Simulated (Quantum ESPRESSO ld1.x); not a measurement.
Results of a calculation; reference values are marked as such.
Q: These are the eigenvalues of the occupied orbitals of an atom or ion with whole-number occupations (eV). Code: ld1.x of Quantum ESPRESSO 7.5. Model: scalar-relativistic Kohn-Sham, BLYP, spin-unpolarised, spherical densities, point nucleus.

| orbital | eigenvalue |
|---|---|
| 1s | -26566.389 |
| 2s | -3974.875 |
| 2p | -3570.651 |
| 3s | -769.836 |
| 3p | -637.270 |
| 3d | -429.724 |
| 4s | -141.292 |
| 4p | -102.106 |
| 4d | -45.695 |

Which element is it, and in what charge state? The configuration may be excited.

A: Z = 48, cadmium, charge +3: Cd3+ in [Kr] 4d9. The list shows which subshells hold electrons but not how many an open one holds; the 1s level, -976.3 hartree, gives Z - s = 44.2 by -(Z - s)^2/2, which with screening and relativity narrows Z to a few neighbours, and the depths of the outer levels then fix element, charge and occupations together.
